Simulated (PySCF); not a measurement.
# `C=CCC[C@H](O)C(C)C`, C₈H₁₆O

Geometry:
| atom | x (Å) | y (Å) | z (Å) |
| --- | --- | --- | --- |
| C1 | 4.153 | 0.944 | 0.581 |
| C2 | 3.238 | 0.175 | -0.011 |
| C3 | 1.981 | -0.327 | 0.622 |
| C4 | 0.721 | 0.161 | -0.091 |
| C5 | -0.560 | -0.432 | 0.489 |
| O6 | -0.490 | -1.843 | 0.511 |
| C7 | -1.840 | 0.043 | -0.217 |
| C8 | -1.972 | 1.561 | -0.245 |
| C9 | -3.068 | -0.598 | 0.421 |
| H10 | 5.048 | 1.275 | 0.049 |
| H11 | 4.041 | 1.266 | 1.622 |
| H12 | 3.395 | -0.119 | -1.058 |
| H13 | 1.970 | -1.430 | 0.616 |
| H14 | 1.947 | -0.023 | 1.682 |
| H15 | 0.683 | 1.260 | -0.047 |
| H16 | 0.775 | -0.100 | -1.166 |
| H17 | -0.630 | -0.138 | 1.553 |
| H18 | -0.451 | -2.143 | -0.405 |
| H19 | -1.769 | -0.314 | -1.265 |
| H20 | -1.920 | 1.978 | 0.775 |
| H21 | -2.944 | 1.856 | -0.670 |
| H22 | -1.190 | 2.045 | -0.848 |
| H23 | -3.219 | -0.209 | 1.442 |
| H24 | -2.949 | -1.687 | 0.495 |
| H25 | -3.977 | -0.379 | -0.159 |

Theory: quadratic response CAM-B3LYP/def2-SVPD first hyperpolarisability, Taylor convention, gas phase (PySCF). Geometry: PBE0-D3(BJ)/def2-SVP.

Give the tensor of the second harmonic β(−2ω;ω,ω) at 1064 nm in the axes of these coordinates.

In au, Taylor convention; rows are the first index (the induced dipole):
|  | xx | yy | zz | xy | xz | yz |
| --- | --- | --- | --- | --- | --- | --- |
| x | -104.5 | -2.0 | +4.1 | -50.6 | +14.1 | -3.2 |
| y | -51.7 | -45.5 | -11.4 | -2.7 | -3.1 | +12.9 |
| z | +12.6 | +12.6 | -1.9 | -3.3 | +3.8 | -11.5 |

Norm of βᵢ = ⅓ Σⱼ (βᵢⱼⱼ + βⱼᵢⱼ + βⱼⱼᵢ): 151.3 au, hyper-Rayleigh value 62.2 au.
